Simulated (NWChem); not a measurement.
# CH$_{4}$GeO$_{3}$; SMILES O=[C](O)[GeH2][OH]

```xyz
9

O      1.1528     1.3720     0.7579
C      0.0927     1.0872     0.2395
O     -0.8483     2.0006    -0.0711
Ge    -0.3430    -0.8196    -0.2037
O      1.1465    -1.6326     0.3695
H     -0.5022     2.8782     0.1975
H     -0.5238    -1.0125    -1.7270
H     -1.5777    -1.3095     0.5875
H      1.7205    -0.9274     0.7213
```
Atoms are numbered in this order, from 1.

Structure relaxed at the B3LYP/6-31G* (spherical d) level.

**Question.** Give the principal values of the shielding tensors (ppm) of O1, C2, O3, Ge4, O5 from PBE/pcSseg-1, GIAO (NWChem), with their diamagnetic and paramagnetic parts as GIAO splits them.

**Answer.** 
| atom | σ11 | σ22 | σ33 | isotropic | diamagnetic | paramagnetic |
|---|---|---|---|---|---|---|
| O1 | -465.3 | -231.9 | 223.0 | -158.1 | 402.7 | -560.8 |
| C2 | -100.4 | 23.2 | 62.3 | -5.0 | 253.8 | -258.8 |
| O3 | -101.1 | 131.2 | 218.1 | 82.8 | 392.1 | -309.4 |
| Ge4 | 1157.2 | 1334.0 | 1594.6 | 1361.9 | 2755.8 | -1393.9 |
| O5 | 289.3 | 300.0 | 381.5 | 323.6 | 392.1 | -68.5 |
